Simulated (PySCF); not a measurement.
**Radial density of Mn³⁺ (manganese, charge +3)**

UHF, [Ar] 3d4, high-spin 5D determinant. All numbers are calculated (PySCF 2.14, the non-relativistic Hamiltonian (point nucleus), in cc-pVTZ (7s6p4d2f1g, 68 functions)).

```json
{"r (bohr)": "0.00108", "4πr²ρ (e/bohr)": "0.1474", "4πr²(ρα − ρβ)": "0.0000"}
{"r (bohr)": "0.00182", "4πr²ρ (e/bohr)": "0.4019", "4πr²(ρα − ρβ)": "0.0000"}
{"r (bohr)": "0.00306", "4πr²ρ (e/bohr)": "1.069", "4πr²(ρα − ρβ)": "0.0000"}
{"r (bohr)": "0.00515", "4πr²ρ (e/bohr)": "2.724", "4πr²(ρα − ρβ)": "0.0000"}
{"r (bohr)": "0.00867", "4πr²ρ (e/bohr)": "6.467", "4πr²(ρα − ρβ)": "0.0001"}
{"r (bohr)": "0.0146", "4πr²ρ (e/bohr)": "13.63", "4πr²(ρα − ρβ)": "0.0002"}
{"r (bohr)": "0.0245", "4πr²ρ (e/bohr)": "23.60", "4πr²(ρα − ρβ)": "0.0004"}
{"r (bohr)": "0.0413", "4πr²ρ (e/bohr)": "29.85", "4πr²(ρα − ρβ)": "0.0014"}
{"r (bohr)": "0.0694", "4πr²ρ (e/bohr)": "25.56", "4πr²(ρα − ρβ)": "0.0068"}
{"r (bohr)": "0.117", "4πr²ρ (e/bohr)": "24.65", "4πr²(ρα − ρβ)": "0.0425"}
{"r (bohr)": "0.196", "4πr²ρ (e/bohr)": "33.13", "4πr²(ρα − ρβ)": "0.2673"}
{"r (bohr)": "0.330", "4πr²ρ (e/bohr)": "18.82", "4πr²(ρα − ρβ)": "1.2977"}
{"r (bohr)": "0.555", "4πr²ρ (e/bohr)": "12.51", "4πr²(ρα − ρβ)": "3.3657"}
{"r (bohr)": "0.934", "4πr²ρ (e/bohr)": "12.45", "4πr²(ρα − ρβ)": "3.4864"}
{"r (bohr)": "1.57", "4πr²ρ (e/bohr)": "2.538", "4πr²(ρα − ρβ)": "1.1721"}
{"r (bohr)": "2.64", "4πr²ρ (e/bohr)": "0.1001", "4πr²(ρα − ρβ)": "0.0826"}
{"r (bohr)": "4.45", "4πr²ρ (e/bohr)": "0.0004184", "4πr²(ρα − ρβ)": "0.0004"}
```
